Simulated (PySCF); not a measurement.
# Telling isomers of C6H9FO2 apart by NMR

[PySCF: PBE0/pcSseg-1 with gauge-including orbitals; geometry: PBE0-D3(BJ)/def2-SVP; in vacuum; single conformer; fast rotation and ring inversion assumed for equivalent nuclei; non-relativistic]

References, each an isolated molecule treated in the same way: TMS for 1H, 13C. Splittings of carbon signals by F and P are missing where no couplings were computed. Where no couplings were computed, multiplicities follow the n + 1 count of equivalent neighbours, and m marks all less simple cases (inequivalent or close neighbours, rings, F or P nearby). Shifts are as computed. Against solution values, carbons near 30 ppm lie about +2 ppm off and those near 130 ppm about +5 ppm. Of 1313 compounds with measured shifts, 239 miss one by over three times the rms of a fit or turn the order of signals round; such compounds aren't used in these exercises.

(1) Tabulate the signals of `CO[C@@]1(F)C=COCC1`, `CO[C@H]1C[C@H](C(=O)F)C1`, `CCOC1=C(F)COC1` and their relative energies.

(2) What is the quickest way to tell CO[C@@]1(F)C=COCC1 from CO[C@H]1C[C@H](C(=O)F)C1?

(3) What is the quickest way to tell CO[C@@]1(F)C=COCC1 from CCOC1=C(F)COC1?

(4) What is the quickest way to tell CO[C@H]1C[C@H](C(=O)F)C1 from CCOC1=C(F)COC1?

Answers

(1) 
| SMILES | carbon types | δC | δH | E rel. (kcal/mol) |
| --- | --- | --- | --- | --- |
| CO[C@@]1(F)C=COCC1 | 1×C 2×CH 2×CH2 1×CH3 | 155.4, 107.8, 106.8, 64.3, 49.6, 32.7 | 6.47 (m, 1H), 4.98 (m, 1H), 4.06 (m, 1H), 3.96 (m, 1H), 3.42 (s, 3H), 1.84 (m, 1H), 1.67 (m, 1H) | 5.0 |
| CO[C@H]1C[C@H](C(=O)F)C1 | 1×C 2×CH 2×CH2 1×CH3 | 174.1, 72.3, 55.4, 33.9, 30.1 | 3.64 (m, 1H), 3.16 (s, 3H), 2.65 (m, 1H), 2.49 (m, 2H), 2.04 (m, 2H) | 0.0 |
| CCOC1=C(F)COC1 | 2×C 3×CH2 1×CH3 | 136.0, 133.5, 74.2, 72.8, 66.5, 17.0 | 4.75 (m, 2H), 4.53 (s, 2H), 4.08 (q, 2H), 1.31 (t, 3H) | 22.1 |

Energies are electronic energies at PBE0/pcSseg-1 on these geometries, without zero-point or thermal terms, each for the one conformer computed, which needn't be the lowest.

(2) Count the carbon signals: 6 against 5. The first has an alkene carbon bearing oxygen (CH) at 155.4 ppm, the second a carbonyl carbon (C) at 174.1 ppm. In the proton spectra the most deshielded non-exchanging signals are 6.47 (m, 1H) and 3.64 (m, 1H).

(3) Both give the same number of carbon signals, but DEPT or the intensities differ. The first has an alkene carbon bearing oxygen (CH) at 155.4 ppm, the second a methyl carbon (CH3) at 17.0 ppm. Their most deshielded carbons lie at 155.4 and 136.0 ppm. In the proton spectra the most deshielded non-exchanging signals are 6.47 (m, 1H) and 4.75 (m, 2H).

(4) Count the carbon signals: 5 against 6. The first has an sp3 CH bonded to O at 72.3 ppm, the second an alkene carbon bearing oxygen (C) at 133.5 ppm. Their most deshielded carbons lie at 174.1 and 136.0 ppm. In the proton spectra the most deshielded non-exchanging signals are 3.64 (m, 1H) and 4.75 (m, 2H).
